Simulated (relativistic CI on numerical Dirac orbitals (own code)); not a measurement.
**Ligand-field terms of d7**

Computed with a parametric ligand-field model of a d^n configuration (Racah B and C, spin-orbit zeta, crystal field), exact diagonalisation.

Field parameters in Wybourne normalisation: Td as Oh with Dq negative (B⁴₀ = 21Dq, B⁴₄ = √(5/14) B⁴₀). The field is a parameter set, without covalency.

(1) Ground term and bands for B = 1040, C = 5120, ζ = 0 cm⁻¹, Td, 10Dq = -10400 cm⁻¹?

(2) Ground term and bands for B = 1040, C = 5120, ζ = 0 cm⁻¹, Td, 10Dq = -11340 cm⁻¹?

(3) Ground term and bands for B = 1040, C = 5120, ζ = 0 cm⁻¹, Td, 10Dq = -5720 cm⁻¹?

(4) Ground term and bands for B = 1040, C = 5120, ζ = 0 cm⁻¹, Td, 10Dq = -7590 cm⁻¹?

(5) Ground term and bands for B = 1040, C = 5120, ζ = 0 cm⁻¹, Td, 10Dq = -4780 cm⁻¹?

Answers

(1) Ground term 4A2 with 4.00 electrons in the two orbitals of the cubic e set. Spin-allowed: 4T2 10400 cm⁻¹ (962 nm), 4T1 17138 cm⁻¹ (583 nm), 4T1 29662 cm⁻¹ (337 nm). Lowest spin-forbidden: 2E 22349 cm⁻¹ (447 nm), 2T1 23256 cm⁻¹ (430 nm), 2T2 29886 cm⁻¹ (335 nm). With an A2 ground term the first spin-allowed band lies at |10Dq| itself.

(2) Ground term 4A2 with 4.00 electrons in the two orbitals of the cubic e set. Spin-allowed: 4T2 11340 cm⁻¹ (882 nm), 4T1 18492 cm⁻¹ (541 nm), 4T1 31128 cm⁻¹ (321 nm). Lowest spin-forbidden: 2E 22416 cm⁻¹ (446 nm), 2T1 23337 cm⁻¹ (429 nm), 2T2 30353 cm⁻¹ (329 nm). With an A2 ground term the first spin-allowed band lies at |10Dq| itself.

(3) Ground term 4A2 with 4.00 electrons in the two orbitals of the cubic e set. Spin-allowed: 4T2 5720 cm⁻¹ (1748 nm), 4T1 9880 cm⁻¹ (1012 nm), 4T1 22880 cm⁻¹ (437 nm). Lowest spin-forbidden: 2E 21877 cm⁻¹ (457 nm), 2T1 22607 cm⁻¹ (442 nm), 2A1 25240 cm⁻¹ (396 nm). With an A2 ground term the first spin-allowed band lies at |10Dq| itself.

(4) Ground term 4A2 with 4.00 electrons in the two orbitals of the cubic e set. Spin-allowed: 4T2 7590 cm⁻¹ (1318 nm), 4T1 12883 cm⁻¹ (776 nm), 4T1 25487 cm⁻¹ (392 nm). Lowest spin-forbidden: 2E 22103 cm⁻¹ (452 nm), 2T1 22935 cm⁻¹ (436 nm), 2A1 27110 cm⁻¹ (369 nm). With an A2 ground term the first spin-allowed band lies at |10Dq| itself.

(5) Ground term 4A2 with 4.00 electrons in the two orbitals of the cubic e set. Spin-allowed: 4T2 4780 cm⁻¹ (2092 nm), 4T1 8323 cm⁻¹ (1201 nm), 4T1 21617 cm⁻¹ (463 nm). Lowest spin-forbidden: 2E 21730 cm⁻¹ (460 nm), 2T1 22381 cm⁻¹ (447 nm), 2A1 24300 cm⁻¹ (412 nm). With an A2 ground term the first spin-allowed band lies at |10Dq| itself.
